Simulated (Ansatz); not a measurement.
Start from `[OH][Hf]([OH])([OH])[SH]` and change one atom or group to get `O=C=[N][Hf]([OH])([OH])[OH]`.

Ansatz, PBE0-D4/def2-TZVP geometries, multiplicity 1. Each molecule was computed in one conformer, which needn't be the lowest.

Elements past krypton have def2 core potentials.

```csv
property,`[OH][Hf]([OH])([OH])[SH]`
size of the dipole moment (B3LYP/def2-TZVPP) / D,3.30
HOMO energy (PBE0/def2-TZVPP) / eV,-6.98
LUMO energy (PBE/def2-TZVPP) / eV,-0.90
HOMO–LUMO gap (PBE/def2-TZVPP) / eV,4.85
LUMO energy (B3LYP/def2-TZVPP) / eV,-0.47
HOMO–LUMO gap (ωB97M-V/def2-TZVPP) / eV,10.16
```

(1) What does the change do to each property? (Best estimate.)

## Answers

(1) The calculation gave: 
```json
{"property": "size of the dipole moment (B3LYP/def2-TZVPP) / D", "`O=C=[N][Hf]([OH])([OH])[OH]`": "4.57", "shift": "1.27"}
{"property": "HOMO energy (PBE0/def2-TZVPP) / eV", "`O=C=[N][Hf]([OH])([OH])[OH]`": "-8.19", "shift": "-1.21"}
{"property": "LUMO energy (PBE/def2-TZVPP) / eV", "`O=C=[N][Hf]([OH])([OH])[OH]`": "-0.92", "shift": "-0.02"}
{"property": "HOMO–LUMO gap (PBE/def2-TZVPP) / eV", "`O=C=[N][Hf]([OH])([OH])[OH]`": "5.84", "shift": "0.99"}
{"property": "LUMO energy (B3LYP/def2-TZVPP) / eV", "`O=C=[N][Hf]([OH])([OH])[OH]`": "-0.55", "shift": "-0.08"}
{"property": "HOMO–LUMO gap (ωB97M-V/def2-TZVPP) / eV", "`O=C=[N][Hf]([OH])([OH])[OH]`": "11.34", "shift": "1.18"}
```

With PBE0 the HOMO falls by 1.21 eV and the LUMO falls by 0.07 eV, so the gap widens by about 1.14 eV. PBE moves the HOMO by -1.02 eV and ωB97M-V by -1.29 eV. The zero-point energy changes by 12.2 kJ/mol with +3 modes. Dipoles are sizes alone; their direction can turn.

B3LYP here is the variant with VWN-RPA as its local correlation; programs differ in this.
